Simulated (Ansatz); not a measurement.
```yaml
crystal:
  periodic: [false, false, false]
  atoms:
    - {symbol: C, position_ang: [-2.302408, -1.270360, 1.281306]}
    - {symbol: O, position_ang: [-0.946710, -1.209104, 0.983981]}
    - {symbol: Ti, position_ang: [-0.073992, -0.146496, -0.248984]}
    - {symbol: F, position_ang: [-1.192846, -0.526747, -1.647911]}
    - {symbol: C, position_ang: [-1.624370, 1.674054, 0.093944]}
    - {symbol: C, position_ang: [-0.764294, 2.061814, -0.956309]}
    - {symbol: C, position_ang: [0.531709, 2.177621, -0.439830]}
    - {symbol: C, position_ang: [0.481975, 1.849813, 0.939020]}
    - {symbol: C, position_ang: [-0.855618, 1.565331, 1.263960]}
    - {symbol: C, position_ang: [1.267397, -1.613959, -1.636174]}
    - {symbol: C, position_ang: [1.946637, -0.384365, -1.518320]}
    - {symbol: C, position_ang: [2.326801, -0.230236, -0.166907]}
    - {symbol: C, position_ang: [1.849968, -1.342388, 0.548353]}
    - {symbol: C, position_ang: [1.202450, -2.201592, -0.366851]}
    - {symbol: H, position_ang: [-2.638782, -0.408977, 1.876129]}
    - {symbol: H, position_ang: [-2.909972, -1.305944, 0.367705]}
    - {symbol: H, position_ang: [-2.505221, -2.176444, 1.863910]}
    - {symbol: H, position_ang: [-2.674813, 1.448121, -0.004081]}
    - {symbol: H, position_ang: [-1.047529, 2.172719, -1.991468]}
    - {symbol: H, position_ang: [1.415342, 2.449991, -0.995848]}
    - {symbol: H, position_ang: [1.313152, 1.843310, 1.626820]}
    - {symbol: H, position_ang: [-1.210541, 1.250893, 2.233232]}
    - {symbol: H, position_ang: [0.793298, -1.987070, -2.530088]}
    - {symbol: H, position_ang: [2.138047, 0.312933, -2.320003]}
    - {symbol: H, position_ang: [2.878559, 0.600005, 0.244484]}
    - {symbol: H, position_ang: [1.929533, -1.497630, 1.613572]}
    - {symbol: H, position_ang: [0.672236, -3.105312, -0.113653]}
basis:
  gaussian: {orbitals: STO-3G}
total_charge: -1
magnetization: {spin_polarized: true, initial_magnetization: 1}
hamiltonian: {xc: {name: wB97X-D}}
```

```sh
$ ansatz run in.yaml --threads 10 --pin off --events-out ev --progress --plain --max-ram 110592MiB --backend cpu
```

It prints (some lines left out):

```
Error: YAML parse error: error: line 35 column 19: hamiltonian.xc: no functional is named "wB97X-D"; the names, which are not case-sensitive, are SVWN5, SPW92, PBE, PBE0, PBEsol, revPBE, revPBE0, RPBE, rPW86-PBE, HSE06, wPBEh, LC-wPBE, HISS, HF, BLYP, B3LYP, B3LYP5, BHLYP, CAM-B3LYP, r2SCAN, r2SCANh, r2SCAN0, r2SCAN50, m-r2SCAN, B97, wB97, wB97X, wB97X-V, B97M-V, wB97M-V, B2PLYP, B2GP-PLYP, PBE0-DH, PBE-QIDH
33 | total_charge: -1
34 | magnetization: {spin_polarized: true, initial_magnetization: 1}
35 | hamiltonian: {xc: {name: wB97X-D}}
```

In this input the method's name isn't one that the program takes here. The program refused the input.
